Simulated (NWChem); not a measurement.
Molecule: C$_{2}$H$_{8}$GeO; SMILES [O](CC)[GeH3]

```xyz
12

Ge    -0.0045     1.2007     0.0027
O      0.5028    -0.5306    -0.0188
C     -0.5090    -1.5287    -0.0127
C      0.1530    -2.8970     0.0152
H     -0.8578     1.5065    -1.2636
H     -0.8440     1.4747     1.2853
H      1.3251     1.9874     0.0040
H     -1.1817    -1.4148     0.8747
H     -1.1631    -1.4421    -0.9167
H      0.7829    -3.0032     0.9208
H     -0.6076    -3.7038     0.0174
H      0.8042    -3.0287    -0.8719
```
Atoms are numbered in this order, from 1.

Results from NWChem. Pople sets run with spherical d functions. Structure relaxed at the PBE-D3(BJ)/def2-SVP level. Total energies compare along this basis series because the functional is fixed.

```tsv
level	basis functions	energy (Ha)	highest occupied level (eV)	orbital gap (eV)	dipole (D)
PBE/STO-3G	41	-2206.7271	-1.45	6.08	0.78
PBE/3-21G	65	-2221.8135	-5.47	5.41	1.17
PBE/6-31G*	90	-2232.4366	…	5.40	1.06
PBE/6-311G**	146	-2232.7367	-6.04	5.38	1.07
PBE/def2-TZVPD	240	-2232.7976	-6.17	5.35	0.99
```

Q: Fill in the missing entries.

A: 
- PBE/6-31G*, highest occupied level (eV): -5.80
